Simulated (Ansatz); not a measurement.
Results of the Gaussian-basis code of Ansatz.

A structure relaxed at PBE0-D4/def2-TZVP, charge 0, multiplicity 1:

```json
{"atom": "Cl1", "x (Å)": "-0.899", "y (Å)": "1.946", "z (Å)": "-0.100"}
{"atom": "Ge2", "x (Å)": "-0.009", "y (Å)": "0.019", "z (Å)": "-0.001"}
{"atom": "Br3", "x (Å)": "-0.480", "y (Å)": "-0.914", "z (Å)": "2.021"}
{"atom": "Br4", "x (Å)": "-0.857", "y (Å)": "-1.278", "z (Å)": "-1.669"}
{"atom": "Br5", "x (Å)": "2.244", "y (Å)": "0.227", "z (Å)": "-0.252"}
```

Q: Give its formula and SMILES.

A: Br3ClGe, `[Cl][Ge]([Br])([Br])[Br]`.

Q: Point group (tolerance 0.08 Å, 0.16 Å for H)?

A: C3v.

Q: Summarise the bond lengths by kind.

A: 1 × Cl–Ge 2.125 Å; 3 × Br–Ge 2.276 Å.
